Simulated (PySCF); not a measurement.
A run for PySCF: R-BP86/6-31G* on C3H5Br (a complex).

```python
from pyscf import gto, scf, dft, mp
from pyscf.data.elements import chemcore

mol = gto.M(
    atom='''
    C    -0.04807336    0.49295128    0.17416327
    C    -0.00730491   -0.26668080   -0.75058010
    H    -0.08614730    1.15266238    1.00907191
    H     0.02992696   -0.93229205   -1.57819080
    C    -0.40019675   -1.20312296    3.35895687
    Br   -0.35025680    0.67656043    3.91352201
    H    -0.30322324   -1.22604569    2.27902456
    H    -1.35179098   -1.61052114    3.68113248
    H     0.42935547   -1.70566992    3.84330791
    ''',
    basis='6-31g*',
    cart=True,
    charge=0, spin=0, verbose=3, max_memory=1800)
mf = dft.RKS(mol, xc='b88,p86')
mf.conv_tol = 1e-8
mf.max_cycle = 100
mf.kernel()
if not mf.converged:
    mf = mf.newton().run(mf.mo_coeff, mf.mo_occ)
```

It printed:

```
converged SCF energy = -2691.36013136673
```

Self-consistency was reached.

Cost: roughly 7 core-seconds.
